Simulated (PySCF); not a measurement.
A homologous series of growing length: silicon-germanium chain mercapto/mercapto. Isolated molecules, 0 K electronic values unless said otherwise. One relaxed conformer stands for each flexible species; it need not be the lowest. Strings in code marks are SMILES.

The HOMO–LUMO gap from two functionals at the same geometries (r2SCAN-D4/def2-SVP), both in PySCF: PBE-D3(BJ)/def2-TZVP and r2SCAN-D4/def2-TZVP. 

| species | PBE-D3(BJ)/def2-TZVP (eV) | r2SCAN-D4/def2-TZVP (eV) |
|---|---|---|
| n = 1 (`[SiH2](S)[GeH2][SH]`) | 4.33 | 4.83 |
| n = 2 (`[SiH2]([GeH2][SiH2][GeH2][SH])S`) | 3.96 | 4.40 |
| n = 3 (`S[SiH2][GeH2][SiH2][GeH2][SiH2][GeH2][SH]`) | 4.19 | 4.65 |

Over these rows, drawn at random from the members with no instability flagged (it was tested for open shells, ions and some series alone), PBE minus r2SCAN-D4: mean -0.46 eV, from -0.50 eV to -0.44 eV.
